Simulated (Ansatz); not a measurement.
In4Sb4H14⁻, a cluster cut from wurtzite InSb (hydrogen-capped). Total charge -1; doublet. Geometry r2SCAN-D4/def2-SVP; atoms count from 1.

```
atom    x (Å)    y (Å)    z (Å)
 In1  -0.6178  -3.2959   0.6262
 Sb2   1.8994  -1.8456   0.3567
 In3  -1.8492   0.2382  -2.4521
 Sb4  -2.0931  -0.8688   0.1631
 Sb5   0.9165   1.1697  -2.3136
 In6   3.0538   1.1829  -0.2194
 In7  -1.8577   1.1229   2.1852
 Sb8   0.9157   1.9390   1.7318
  H9  -0.8498  -4.3811  -0.7179
 H10  -0.8464  -3.8116   2.2756
 H11   2.7676  -2.8342  -0.7459
 H12   2.8053  -2.4280   1.6937
 H13  -1.8718  -1.0048  -3.6727
 H14  -2.7899   1.6959  -2.6121
 H15  -3.7629  -1.2496   0.2312
 H16   1.6495   0.5045  -3.7121
 H17   0.8411   2.7412  -2.9937
 H18   3.8535   2.7815  -0.5469
 H19  -1.8787   0.4199   3.7792
 H20  -2.7987   2.5366   1.7946
 H21   1.6437   1.7401   3.2700
 H22   0.8697   3.6472   1.8790
```

In the def2 sets In, Sb take a core potential; there is no spin–orbit coupling. Single mean-field runs in def2-TZVP are fitted with def2-universal-jkfit.

Question: Estimate the Mulliken populations from the PBE0/def2-TZVP orbitals of Ansatz.

Answer: 
```json
{"atom": "In1", "charge (e)": "0.27", "spin (α − β)": "0.10"}
{"atom": "Sb2", "charge (e)": "-0.15", "spin (α − β)": "0.12"}
{"atom": "In3", "charge (e)": "0.26", "spin (α − β)": "0.00"}
{"atom": "Sb4", "charge (e)": "-0.32", "spin (α − β)": "0.00"}
{"atom": "Sb5", "charge (e)": "-0.13", "spin (α − β)": "0.01"}
{"atom": "In6", "charge (e)": "0.05", "spin (α − β)": "0.48"}
{"atom": "In7", "charge (e)": "0.26", "spin (α − β)": "0.00"}
{"atom": "Sb8", "charge (e)": "-0.14", "spin (α − β)": "0.01"}
{"atom": "H9", "charge (e)": "-0.14", "spin (α − β)": "0.02"}
{"atom": "H10", "charge (e)": "-0.14", "spin (α − β)": "0.02"}
{"atom": "H11", "charge (e)": "-0.02", "spin (α − β)": "-0.01"}
{"atom": "H12", "charge (e)": "-0.02", "spin (α − β)": "-0.01"}
{"atom": "H13", "charge (e)": "-0.14", "spin (α − β)": "0.00"}
{"atom": "H14", "charge (e)": "-0.14", "spin (α − β)": "0.00"}
{"atom": "H15", "charge (e)": "-0.03", "spin (α − β)": "0.00"}
{"atom": "H16", "charge (e)": "-0.02", "spin (α − β)": "0.00"}
{"atom": "H17", "charge (e)": "-0.01", "spin (α − β)": "0.00"}
{"atom": "H18", "charge (e)": "-0.14", "spin (α − β)": "0.25"}
{"atom": "H19", "charge (e)": "-0.14", "spin (α − β)": "0.00"}
{"atom": "H20", "charge (e)": "-0.14", "spin (α − β)": "0.00"}
{"atom": "H21", "charge (e)": "-0.02", "spin (α − β)": "0.00"}
{"atom": "H22", "charge (e)": "-0.02", "spin (α − β)": "0.00"}
```
Mulliken values depend strongly on the basis.

Question: Where does the spin sit?

Answer: Summed by element: In 0.59, Sb 0.14, H 0.27, of 1 unpaired in all. Largest on single atoms: In6 0.48, H18 0.25, Sb2 0.12.

Question: And the Mayer bond orders between heavy atoms (over 0.3)?

Answer: In1–Sb2 0.66 (2.92 Å); In1–Sb4 0.67 (2.88 Å); Sb2–In6 0.38 (3.29 Å); In3–Sb4 0.73 (2.85 Å); In3–Sb5 0.61 (2.92 Å); Sb4–In7 0.73 (2.85 Å); Sb5–In6 0.59 (2.99 Å); In6–Sb8 0.59 (2.99 Å); In7–Sb8 0.61 (2.93 Å).
